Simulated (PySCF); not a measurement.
## Dipole polarisabilities along the 3d series, charge +1

Calculated with PySCF 2.14 for the ground configurations, without spin-orbit coupling: coupled response for Hartree-Fock and DFT. Mean α in bohr³, C₆ of like pairs in atomic units.

```csv
species,α UHF,α PBE,α PBE0,C₆ UHF,C₆ PBE,C₆ PBE0
"Sc+ [Ar] 3d1 4s1 (aug-cc-pwCVTZ-DK with one added diffuse shell each of s, p, d, f, g type, spin-free X2C)",76.34,58.83,62.97,564.1,398.8,435.6
"Cr+ [Ar] 3d5 (aug-cc-pwCVTZ-DK with one added diffuse shell each of s, p, d, f, g type, spin-free X2C)",9.356,14.91,12.68,33.94,56.45,47.24
"Mn+ [Ar] 3d5 4s1 (aug-cc-pwCVTZ-DK with one added diffuse shell each of s, p, d, f, g type, spin-free X2C)",38.79,27.57,29.70,213.7,144.2,156.0
"Cu+ [Ar] 3d10 (aug-cc-pwCVTZ-DK with one added diffuse shell each of s, p, d, f, g type, spin-free X2C)",5.370,8.301,7.225,17.31,28.47,24.32
```

(1) Fill in the row of Co+ [Ar] 3d8 (aug-cc-pwCVTZ-DK with one added diffuse shell each of s, p, d, f, g type, spin-free X2C).

The values depend on the diffuse functions of the basis.

Answers

(1) α UHF 6.894; α PBE 10.80; α PBE0 9.361; C₆ UHF 23.42; C₆ PBE 38.96; C₆ PBE0 33.05.
